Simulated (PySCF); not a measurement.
SCF from a fresh guess for singlet WOI2, at the PBE0 minimum. PySCF input:

```python
from pyscf import gto, scf, dft
mol = gto.M(atom='''
W     -0.000000     0.000000     0.505510
O     -0.000000     0.000000     2.172330
I     -2.380600     0.000000    -0.503270
I      2.380600     0.000000    -0.503270''',
    basis={'W': 'def2-SVP', 'O': 'def2-SVP', 'I': 'def2-SVP'},
    ecp={'W': 'def2-SVP', 'I': 'def2-SVP'},
    charge=0, spin=0)
mf = dft.RKS(mol, xc='PBE0')
mf.grids.atom_grid = (50, 194)
aux = {'W': 'def2-universal-JKFIT', 'O': 'def2-universal-JKFIT', 'I': 'def2-universal-JKFIT'}
mf = mf.density_fit(auxbasis=aux)
mf.conv_tol = 1e-08
mf.diis_space = 10
mf.max_cycle = 60
mf.init_guess = 'huckel'
mf.verbose = 4
mf.kernel()
```

Excerpt of the output (cycles and frontier levels):

```
init E= -735.952353356919
  HOMO = -0.33279730895709  LUMO = -0.328617735348366  gap/eV = 0.11373
cycle= 1 E= -725.191487155379  delta_E= 10.8  |g|= 5.71  |ddm|= 7.65
  HOMO = 0.0183436554897831  LUMO = 0.126167017454875  gap/eV = 2.93402
cycle= 2 E= -690.554047565194  delta_E= 34.6  |g|= 8.43  |ddm|= 17.6
  HOMO = -0.204864312753607  LUMO = -0.202947661683468  gap/eV = 0.05215
cycle= 3 E= -737.007869423612  delta_E= -46.5  |g|=  1.8  |ddm|=   16
  HOMO = -0.148947433083332  LUMO = -0.0611831255952211  gap/eV = 2.38819
cycle= 4 E= -737.478592916711  delta_E= -0.471  |g|= 0.907  |ddm|= 1.85
  HOMO = -0.284247761709637  LUMO = -0.177627703632091  gap/eV = 2.90128
cycle= 5 E= -737.495389460831  delta_E= -0.0168  |g|= 0.826  |ddm|= 1.73
  HOMO = -0.236277766735331  LUMO = -0.145161076063172  gap/eV = 2.47941
cycle= 6 E= -737.677202644332  delta_E= -0.182  |g|= 0.202  |ddm|= 0.97
  HOMO = -0.235799013298827  LUMO = -0.139364652227776  gap/eV = 2.62411
cycle= 7 E= -737.684707509236  delta_E= -0.0075  |g|= 0.0806  |ddm|= 0.156
  HOMO = -0.239639335443197  LUMO = -0.14143495686011  gap/eV = 2.67228
cycle= 8 E= -737.685988929622  delta_E= -0.00128  |g|= 0.0278  |ddm|= 0.0619
  HOMO = -0.240614111217749  LUMO = -0.142133138410884  gap/eV = 2.67980
cycle= 9 E= -737.68613695887  delta_E= -0.000148  |g|= 0.00556  |ddm|= 0.0238
  HOMO = -0.239998029682102  LUMO = -0.141535643445632  gap/eV = 2.67930
cycle= 10 E= -737.686144468085  delta_E= -7.51e-06  |g|= 0.000579  |ddm|= 0.00715
  HOMO = -0.239975202794323  LUMO = -0.141523187766278  gap/eV = 2.67902
cycle= 11 E= -737.68614453777  delta_E= -6.97e-08  |g|= 0.000155  |ddm|= 0.000596
  HOMO = -0.239964458408  LUMO = -0.141514072612729  gap/eV = 2.67897
cycle= 12 E= -737.686144543903  delta_E= -6.13e-09  |g|= 5.93e-05  |ddm|= 0.000181
  HOMO = -0.239950746973022  LUMO = -0.141501968317474  gap/eV = 2.67893
Extra cycle  E= -737.686144536828  delta_E= 7.08e-09  |g|= 0.000192  |ddm|= 0.000204
converged SCF energy = -737.686144536828
```

No lower solution of this spin was found by a stability analysis within the restricted form, which does not test spin polarisation.

At the minimum of this search the closed-shell solution is unstable towards spin polarisation, so a lower open-shell solution exists. No spin–orbit coupling is included, which matters more the heavier the element.

The search for the lowest solution, with the stability check, took 10 s on 2 threads of a shared Arm Neoverse V1 host, with 98 basis functions; the process peaked at 0.35 GiB. Launch command: `OMP_NUM_THREADS=2 python axn.py task.json out`.
